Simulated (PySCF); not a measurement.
Job for PySCF: D3(BJ) and D4 dispersion corrections on C2H3BO2 (SMILES C#CB(O)O), a point of a torsion scan.

```python
from pyscf import gto
from pyscf.dispersion import dftd3, dftd4

mol = gto.M(
    atom='''
    C     1.90753850    0.40026833    0.19636445
    C     0.76329482    0.05609498    0.06136483
    B    -0.71055533   -0.38563740   -0.10386006
    O    -1.22093851   -1.43327810    0.60265703
    O    -1.52432101    0.21935059   -0.99342620
    H     2.90906131    0.70073388    0.31490279
    H    -0.79723960   -2.28146341    0.53013565
    H    -1.19350954    1.01101993   -1.41450376
    ''',
    basis='def2-svp',
    charge=0, spin=0, verbose=0, max_memory=1800)
d3, d4 = {}, {}
for xc in ['hf', 'pbe', 'blyp', 'revpbe', 'tpss', 'r2scan', 'b3lyp', 'pbe0', 'bhlyp', 'camb3lyp', 'b2plyp']:
    d3[xc] = float(dftd3.DFTD3Dispersion(mol, xc=xc, version='d3bj', atm=False).get_dispersion()['energy'])
    print(f'D3(BJ) {xc:10s} {d3[xc]:14.8f} Eh')
for xc in ['hf', 'pbe', 'blyp', 'revpbe', 'tpss', 'r2scan', 'b3lyp', 'pbe0', 'bhlyp', 'camb3lyp', 'b2plyp']:
    d4[xc] = float(dftd4.DFTD4Dispersion(mol, xc={'camb3lyp': 'cam-b3lyp'}.get(xc, xc), atm=True).get_dispersion()['energy'])
    print(f'D4     {xc:10s} {d4[xc]:14.8f} Eh')
```

Output:

```
D3(BJ) hf            -0.03874140 Eh
D3(BJ) pbe           -0.00461893 Eh
D3(BJ) blyp          -0.00981993 Eh
D3(BJ) revpbe        -0.01182104 Eh
D3(BJ) tpss          -0.00580064 Eh
D3(BJ) r2scan        -0.00128537 Eh
D3(BJ) b3lyp         -0.00800546 Eh
D3(BJ) pbe0          -0.00397078 Eh
D3(BJ) bhlyp         -0.00621378 Eh
D3(BJ) camb3lyp      -0.00354715 Eh
D3(BJ) b2plyp        -0.00367636 Eh
D4     hf            -0.01754971 Eh
D4     pbe           -0.00464933 Eh
D4     blyp          -0.01043323 Eh
D4     revpbe        -0.01557310 Eh
D4     tpss          -0.00629781 Eh
D4     r2scan        -0.00115819 Eh
D4     b3lyp         -0.00746161 Eh
D4     pbe0          -0.00389538 Eh
D4     bhlyp         -0.00530029 Eh
D4     camb3lyp      -0.00390368 Eh
D4     b2plyp        -0.00324606 Eh
```

The run finished.

Cost: roughly 0.04 core-seconds.
